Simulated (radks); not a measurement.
Question: Species: Mo33+. Configuration: [He] 2s2 2p5. All-electron calculation, scalar-relativistic Kohn-Sham, r2SCAN, spin-polarised, spherical densities, finite nucleus; open shells are filled with parallel spins first (spin-orbit coupling, left out, can overturn this in heavy ions); meta-GGA in the generalised Kohn-Sham scheme; Fermi nuclear charge, rms radius 4.4091 fm. Program: a radial shooting solver on a logarithmic mesh with Libxc functionals. Some entries of the table are withheld. Estimate them.

orbital,occ.,eigenvalue (eV),<r^2> (bohr^2)
1s up,1,-21904.74,0.001664
1s down,1,-21893.76,0.001663
2s up,1,-4670.930,0.02610
2s down,1,-4656.116,0.02617
2p up,3,-4404.403,(1)
2p down,2,-4384.918,(2)
3s up,0,-1885.364,0.1457
3s down,0,-1880.105,0.1464
3p up,0,(3),0.1365
3p down,0,(4),0.1373

Answer: 
(1) 2p up <r^2> (bohr^2): 0.02025
(2) 2p down <r^2> (bohr^2): 0.02034
(3) 3p up eigenvalue (eV): -1803.771
(4) 3p down eigenvalue (eV): -1797.668
